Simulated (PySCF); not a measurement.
Molfile (atoms numbered from 1):
```
C5H7B
     RDKit          3D

 13 12  0  0  0  0  0  0  0  0999 V2000
    2.0931   -0.9017    0.6669 B   0  0  0  0  0  0  0  0  0  0  0  0
    1.2166    0.1444   -0.0750 C   0  0  0  0  0  0  0  0  0  0  0  0
    1.8439    1.1436   -0.7464 C   0  0  0  0  0  0  0  0  0  0  0  0
   -0.2104    0.0506   -0.0453 C   0  0  0  0  0  0  0  0  0  0  0  0
   -1.4194   -0.0656    0.0056 C   0  0  0  0  0  0  0  0  0  0  0  0
   -2.8642   -0.1988    0.0675 C   0  0  0  0  0  0  0  0  0  0  0  0
    1.5999   -1.8186    1.2777 H   0  0  0  0  0  0  0  0  0  0  0  0
    3.2960   -0.7818    0.6213 H   0  0  0  0  0  0  0  0  0  0  0  0
    2.9357    1.1979   -0.7559 H   0  0  0  0  0  0  0  0  0  0  0  0
    1.2944    1.9168   -1.2939 H   0  0  0  0  0  0  0  0  0  0  0  0
   -3.3517    0.3118   -0.7778 H   0  0  0  0  0  0  0  0  0  0  0  0
   -3.2607    0.2404    0.9970 H   0  0  0  0  0  0  0  0  0  0  0  0
   -3.1680   -1.2573    0.0450 H   0  0  0  0  0  0  0  0  0  0  0  0
  1  2  1  0
  2  3  2  0
  2  4  1  0
  4  5  3  0
  5  6  1  0
  1  7  1  0
  1  8  1  0
  3  9  1  0
  3 10  1  0
  6 11  1  0
  6 12  1  0
  6 13  1  0
M  END
```

Geometry: PBE0-D3(BJ)/def2-SVP; GIAO shifts from PySCF, gas phase, non-relativistic, averaged over equivalent atoms.

At PBE0/6-311+G(2d,p) (204 basis functions, 23 s wall time on 1 thread of an Arm Neoverse V1, shared host):
```
      atoms  δ (ppm)
         B1     74.3
         C3    164.1
         C2    145.9
         C5     97.9
         C4     85.7
         C6      4.7
        H10     7.19
      H7/H8     6.93
         H9     6.84
H11/H12/H13     2.05
```

Referencing at the same level of theory: 11B (102.42 ppm) vs BF3·OEt2; 13C (186.44 ppm), 1H (31.51 ppm) vs TMS.

Question: Predict the values at PBE0/IGLO-III on the same geometry.

Answer: 
```
      atoms  δ at PBE0/IGLO-III  change
         B1                79.0    +4.7
         C3               169.6    +5.5
         C2               150.9    +5.0
         C5               100.2    +2.3
         C4                87.4    +1.7
         C6                 5.1    +0.4
        H10                7.16   -0.03
      H7/H8                6.85   -0.08
         H9                6.82   -0.02
H11/H12/H13                2.10   +0.05
```

Referencing at the same level of theory: BF3·OEt2 for 11B (99.94 ppm); 13C (183.78 ppm), 1H (31.37 ppm) against TMS.

The largest change is at C3 (terminal =CH2 carbon). Cost: 280 basis functions, 40 s wall time on 1 thread of an Arm Neoverse V1, shared host. The order of the carbon signals is the same at both levels.

A carbon bonded to boron is broadened by the quadrupolar boron nucleus and is often missing from a measured spectrum.
